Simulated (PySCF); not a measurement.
B(H)(Et)(OMe) (C3H9BO), SMILES CCBOC. The structure is a stationary point at r2SCAN-D4/def2-SVP. The structure was generated by enumeration, and PubChem lists no compound with its InChIKey, so it may never have been made. The values are those of a single conformer.

### Question
Give the equilibrium geometry at r2SCAN-D4/def2-SVP (PySCF confirms it by a frequency run) as Cartesian coordinates in Å, and its point group. (Estimate from the structure and the level; the computed values follow.)

### Answer
Several could match; the one computed here: point group Cs.
```xyz
14

B      0.8077     0.0454     0.0000
H      1.9566    -0.3494     0.0000
C     -0.4295    -0.9322     0.0000
C     -0.0888    -2.4222     0.0000
H     -1.0687    -0.6807    -0.8714
H     -1.0687    -0.6807     0.8714
H      0.5098    -2.6934     0.8846
H      0.5098    -2.6934    -0.8846
H     -0.9873    -3.0599     0.0000
O      0.6808     1.3945     0.0000
C     -0.5799     2.0383     0.0000
H     -1.1686     1.7727     0.8945
H     -0.4101     3.1245     0.0000
H     -1.1686     1.7727    -0.8945
```
